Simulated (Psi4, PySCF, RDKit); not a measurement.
Torsional profile of SMILES N#Cc1ccccc1S (C7H5NS). Scanned: dihedral C3–C8–S9–H14; all other coordinates were relaxed at GFN2-xTB. Points at φ and −φ are mirror images. Heavy atoms are numbered in the order of the SMILES N#Cc1ccccc1S, hydrogens after them in the order of the atoms that carry them; the mirror image has the same energies with the sign of each dihedral reversed.

Levels of theory: MMFF94 // GFN2-xTB (RDKit); RKS-B3LYP/6-31G* = restricted B3LYP/6-31G*, spherical d, density fitting // GFN2-xTB in PySCF; RHF/LANL2DZ = restricted Hartree-Fock/LANL2DZ, with its core potentials past Ne // GFN2-xTB run with PySCF 2.14.0; PBE-D3(BJ)/def2-SVP // GFN2-xTB (Psi4).

Energies relative to the lowest point of each profile, in kcal/mol:

| φ / ° | MMFF94 | RKS-B3LYP/6-31G* | RHF/LANL2DZ |
|---|---|---|---|
| -160 | 1.3 | 1.6 | 1.4 |
| -80 | 0.5 | 3.1 | 0.1 |
| -60 | 0.2 | 2.1 | 0.0 |
| -40 | 0.0 | 1.1 | 0.0 |
| 0 | 0.4 | 0.0 | 0.1 |
| 20 | 0.2 | 0.3 | 0.1 |
| 40 | 0.0 | 1.1 | 0.0 |
| 80 | 0.5 | 3.1 | 0.1 |
| 100 | 0.6 | 3.5 | 0.5 |
| 140 | 0.9 | 2.5 | 1.5 |
| 160 | 1.3 | 1.6 | 1.4 |
| 180 | 1.5 | 1.2 | 1.3 |

Task: What does PBE-D3(BJ)/def2-SVP give at the same points?

Result: -160: 2.1; -80: 4.4; -60: 3.1; -40: 1.6; 0: 0.0; 20: 0.4; 40: 1.6; 80: 4.4; 100: 4.9; 140: 3.2; 160: 2.1; 180: 1.7 (kcal/mol).
